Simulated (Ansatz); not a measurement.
C2H2BFO2, SMILES `FB1OC=CO1`, one more setting.

```yaml
crystal:
  periodic: [false, false, false]
  atoms:
    - {symbol: F, position_ang: [0.333207, -0.744717, 2.439032]}
    - {symbol: B, position_ang: [0.169211, -0.368809, 1.192270]}
    - {symbol: O, position_ang: [1.178325, -0.319117, 0.261604]}
    - {symbol: C, position_ang: [0.558462, 0.122480, -0.885624]}
    - {symbol: C, position_ang: [-0.736211, 0.323525, -0.654735]}
    - {symbol: O, position_ang: [-1.032818, 0.024022, 0.655882]}
    - {symbol: H, position_ang: [1.157113, 0.243797, -1.772198]}
    - {symbol: H, position_ang: [-1.535289, 0.661817, -1.292029]}
basis:
  gaussian: {orbitals: cc-pVDZ}
total_charge: 1
magnetization: {spin_polarized: true, initial_magnetization: 1}
hamiltonian: {xc: {name: wB97X-V}}
scf: {lower_state_search: light}
output: {forces: true}
```

```sh
$ ansatz run in.yaml --threads 2 --pin off --events-out ev --progress --plain --max-ram 4352MiB
```

Output, abridged:

```
Functional definition: wB97X-V
864 factors; integrals over basis functions are off by at most 9.2e-4 eV
236 factors; integrals over basis functions are off by at most 5.7e-6 eV
mean field evaluation 1: about -9577.4683 eV, gradient 4.6e1 eV
mean field evaluation 2: about -9576.3408 eV, gradient 5.2e1 eV
mean field evaluation 4: about -9584.7035 eV, gradient 1.4e0 eV
mean field evaluation 8: about -9584.9064 eV, gradient 3.5e-2 eV
mean field evaluation 16: about -9584.9064 eV, gradient 8.3e-5 eV
mean field -9584.90642881 eV, -352.2388143760 hartree, gradient 8.3e-5 eV, S^2 0.751783; 0 other end points of the search recorded, 0 dependent functions left out
reference -9584.90642745 eV, -352.2388143257 hartree; 22, 21 occupied and 72, 73 virtual orbitals, 864 factors
Total energy: -9584.90642745 eV, -352.2388143257 hartree
Atom 0 at     0.333207    -0.744717     2.439032 Å, force    -0.133231     0.304907    -1.012091 eV/Å
Atom 1 at     0.169211    -0.368809     1.192270 Å, force     0.410605    -0.939959     3.119805 eV/Å
Atom 2 at     1.178325    -0.319117     0.261604 Å, force     0.131756     0.871700    -3.275151 eV/Å
Atom 3 at     0.558462     0.122480    -0.885624 Å, force     5.351412    -1.558677     1.700083 eV/Å
Atom 4 at    -0.736211     0.323525    -0.654735 Å, force    -4.669255    -0.004920     3.487001 eV/Å
Atom 5 at    -1.032818     0.024022     0.655882 Å, force    -0.967626     1.043407    -3.078839 eV/Å
Atom 6 at     1.157113     0.243797    -1.772198 Å, force     0.342337     0.078921    -0.542429 eV/Å
Atom 7 at    -1.535289     0.661817    -1.292029 Å, force    -0.465997     0.204621    -0.398378 eV/Å
Dipole moment:    -0.156484     0.358712    -1.189722 e Å
```

Hardware: 2 threads of an Arm Neoverse V2 on a shared host. Wall time 9.5 s, peak host memory 0.34 GiB.
